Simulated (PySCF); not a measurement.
## State search for TlGe⁺

Unrestricted PBE0; PySCF, scalar-relativistic core potentials, basis sets Tl def2-SVP with ECP60, Ge def2-SVP. Outer shells of the fragments: Tl+ 5d10 6s2; Ge 3d10 4s2 4p2.

Followed along the bond (rough minima from three points):

```
2Ms+1  unpaired  ⟨S²⟩ at the start  R at minimum (Å)  Te (eV)
    3  σ ↑, π ↑               2.01              3.24     0.00
    1  σ ↓, π ↑               1.01              3.23     0.26
    3      π ↑↑               2.01              2.89     0.51
    1      none               0.00              3.37     0.62
    1      π ↑↓               1.01              2.87     0.78
```

Solutions found at the starting distance of 2.690 Å, counted from the lowest of them; the search is not exhaustive and high or unbound solutions are not listed, so other states can lie among these:

| 2Ms+1 | unpaired | term | E (eV) | ⟨S²⟩ | ⟨Lz²⟩ | μ (D) |
| --- | --- | --- | --- | --- | --- | --- |
| 3 | σ ↑, π ↑ | ³Π | 0.00 | 2.01 | 1.00 | 1.67 |
| 3 | π ↑↑ | ³Σ⁻ | 0.19 | 2.01 | 0.00 | 0.05 |
| 1 | σ ↓, π ↑ | mixed | 0.23 | 1.01 | 1.00 | 1.71 |
| 1 | π ↑↓ | mixed | 0.46 | 1.01 | 2.01 | 0.21 |
| 1 | none | ¹Σ⁺ | 1.06 | 0.00 | 0.00 | 3.65 |
| 1 | none | mixed | 1.21 | 0.00 | 2.00 | 0.76 |
| 3 | π ↑↑ | mixed | 3.19 | 2.01 | 2.01 | 5.05 |
| 3 | σ ↑↑, π ↑↓ | mixed | 4.97 | 3.01 | 2.01 | -0.15 |
| 1 | σ ↓↓, π ↑↑ | mixed | 5.31 | 2.01 | 0.00 | -0.47 |
| 1 | σ ↓, π ↑ | mixed | 6.59 | 1.26 | 1.00 | -0.39 |

A term symbol is given only where ⟨S²⟩ and ⟨Lz²⟩ are close to those of a pure state; real π, δ and φ orbitals otherwise mix terms. A positive dipole points towards Ge; it is taken about the centre of mass and depends on that origin.

Spin–orbit coupling is left out, which matters for elements this heavy, above all for dissociation energies.
